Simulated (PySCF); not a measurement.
## Mayer bond orders and bond lengths

Species: C4H13ClOSi2.
Numbering: `[CH3:1][O:2][SiH2:3][SiH2:4][C@H:5]([CH3:6])[CH2:7][Cl:8]` (hydrogens: H9, H10, H11 on C1; H12, H13 on Si3; H14, H15 on Si4; H16 on C5; H17, H18, H19 on C6; H20, H21 on C7)

Geometry (GFN2-xTB, Å), atoms numbered from 1 in this order:
```xyz
21
C4H13ClOSi2 angstrom
C      4.1561   -0.2568   -0.3218
O      2.8043   -0.4179   -0.0218
Si     1.5432    0.4598   -0.5431
Si    -0.1260   -0.6519    0.5760
C     -1.8133   -0.0821   -0.1330
C     -1.9502    1.4364   -0.0787
C     -2.9318   -0.7517    0.6285
Cl    -4.5375   -0.4269   -0.1035
H      4.3314   -0.3748   -1.3935
H      4.7187   -1.0175    0.2202
H      4.5052    0.7330   -0.0191
H      1.7522    1.8819   -0.2110
H      1.4907    0.4580   -2.0172
H     -0.1109   -2.1222    0.4773
H     -0.1854   -0.3802    2.0247
H     -1.8857   -0.3943   -1.1799
H     -1.8533    1.7911    0.9461
H     -2.9235    1.7489   -0.4547
H     -1.1807    1.9130   -0.6823
H     -2.9881   -0.3842    1.6522
H     -2.8243   -1.8352    0.6339
```

Bond orders from the PBE0/pcSseg-1 density (PySCF). Geometry: GFN2-xTB, one conformer, isolated molecule.

(1) Where do the orders between heavy atoms depart from those drawn in the SMILES?

(2) Set the Mayer orders of the bonds between heavy atoms beside their lengths.

(3) And the bonds to hydrogen?

(4) Sum the orders of all bonds at each heavy atom with more than one neighbour and set the sums beside the valence in the SMILES.

Answers

(1) The largest departure is 0.162, at Si4–C5 (drawn single, 0.838). Drawn single, order below 0.88: Si4–C5 (0.838).

(2) 
| bond | drawn as | length (Å) | Mayer order |
| --- | --- | --- | --- |
| C1–O2 | single | 1.394 | 0.892 |
| O2–Si3 | single | 1.622 | 0.957 |
| Si3–Si4 | single | 2.297 | 0.922 |
| Si4–C5 | single | 1.917 | 0.838 |
| C5–C6 | single | 1.526 | 1.023 |
| C5–C7 | single | 1.510 | 1.024 |
| C7–Cl8 | single | 1.794 | 0.969 |

(3) C–H: 0.93 to 0.97 (9 bonds); H–Si: 0.89 to 0.95 (4 bonds).

(4) C1 3.794 (drawn 4), O2 1.849 (drawn 2), Si3 3.662 (drawn 4), Si4 3.650 (drawn 4), C5 3.812 (drawn 4), C6 3.899 (drawn 4), C7 3.870 (drawn 4). Orders between atoms that aren't bonded are not in these sums.

The Mayer order sums products of elements of PS (density times overlap matrix) between the two atoms' basis functions, so it depends on the basis set.
